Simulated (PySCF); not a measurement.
# Cadmium: a sound run and one with changed settings

Sound run: Cd [Kr] 4d10 5s2, Cd+ [Kr] 4d10 5s1. Calculation: PySCF 2.14, in def2-TZVP with the def2 core potential (28 electrons) (6s4p3d1f, 40 functions); scalar relativity through the core potential. The sound run starts from symmetry-adapted Hartree-Fock orbitals and uses a fine grid where one is needed.

Changed run: radial step 0.5 in ln r (0.13 in the sound run). This setting is unsound on purpose.

```
species  method  sound run (hartree)  changed run (hartree)  converged
     Cd     UHF           -166.88392             -166.88392        yes
     Cd     PBE           -167.78889             -167.80346        yes
     Cd     LDA           -167.49451             -167.52402        yes
    Cd+     UHF           -166.61424             -166.61424        yes
    Cd+     PBE           -167.45414             -167.46833        yes
    Cd+     LDA           -167.14589             -167.17502        yes
```

Ionisation energy of Cd:

```json
{"method": "UHF", "sound run (eV)": "7.338", "changed run (eV)": "7.338"}
{"method": "PBE", "sound run (eV)": "9.109", "changed run (eV)": "9.119"}
{"method": "LDA", "sound run (eV)": "9.486", "changed run (eV)": "9.497"}
```

A coarse radial grid mis-integrates the density and the exchange-correlation energy, with errors of either sign; Hartree-Fock needs no grid.

For comparison, NIST gives 8.994 eV between the lowest levels.
